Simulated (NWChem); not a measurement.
**Correlation energy of H2Be**

SMILES: [BeH2]
```xyz
3

Be     0.0000     0.0000     0.0000
H      0.0000     0.0000     1.3442
H      0.0000     0.0000    -1.3442
```
Charge 0, spin multiplicity 1.

All runs are NWChem calculations. Structure: optimised with PBE/def2-SVP, a minimum by its harmonic frequencies.

Basis set: def2-SVP. Each correlation energy counts from its own Hartree-Fock reference.

| method | correlation energy (mHa) | difference from CCSD(T) |
|---|---|---|
| CR-CCSD(T) | -57.8 | 0.0 |
| MP2 | -43.2 | +14.5 |
| CCSD(T) | -57.8 | 0.0 |
| CCSD+T(CCSD) | -57.8 | 0.0 |
| CCSDT | -57.9 | -0.1 |
| CCSD | -57.5 | +0.3 |
| SCS-MP2 | -51.3 | +6.4 |
| CR-CCSD[T] | -57.8 | 0.0 |

The values span 14.7 mHa, from CCSDT (lowest) to MP2 (highest). 

The correlated methods keep 1 core orbital frozen. The structure started from a generated list of species. Differences from the coupled-cluster row are differences between methods, not errors against experiment.
